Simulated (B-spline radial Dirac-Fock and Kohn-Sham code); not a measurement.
## Radiative decay of the L3 hole in Er⁵⁺

System: the Er⁵⁺ ion in the configuration [Kr] 4d10 4f10 5s2 5p5.

Input file task.json (cfg lists n, l and occupation; rrms is the nuclear radius in fm):

```json
{"items": [{
  "Z": 68,
  "q": 5,
  "cfg": [[1, 0, 2], [2, 0, 2], [2, 1, 6], [3, 0, 2], [3, 1, 6], [3, 2, 10], [4, 0, 2], [4, 1, 6], [4, 2, 10], [4, 3, 10], [5, 0, 2], [5, 1, 5]],
  "A": 166,
  "rrms": 5.2516,
  "do": ["binding", "quiet", "decay"],
  "holes": ["K", "L1", "L2", "L3", "M1", "M2", "M3", "M4", "M5", "N1", "N2", "N3", "N4", "N5"]
}]}
```

Run with: `python xray_run.py task.json out`

Calculated with an atomic code on a B-spline grid, using independent-particle rates on relativistic LDA orbitals of the hole state (multipoles up to L = 3, Coulomb Auger matrix elements, transition energies from Dirac-Fock).

```
        line  multipole  energy (eV)  width (meV)  share (%)
  Lℓ (L3-M1)         E1       6132.7         28.2       3.39
       L3-M2         E2       6347.9        0.262     0.0314
       L3-M3         E2       6541.0        0.239     0.0287
 Lα2 (L3-M4)         E1       6904.3         69.0       8.29
 Lα1 (L3-M5)         E1       6945.5          610       73.2
 Lβ6 (L3-N1)         E1       7900.5         6.76      0.812
Lβ15 (L3-N4)         E1       8175.5         11.7       1.41
 Lβ2 (L3-N5)         E1       8183.4          105       12.6
 Lβ7 (L3-O1)         E1       8312.2         1.29      0.155
```

The listed lines hold 100.0 % of the radiative rate. The radiative width is 0.833 eV in the length form and 0.844 eV in the velocity form; the two differ because the transition energies are not eigenvalue differences of the potential that gave the orbitals.
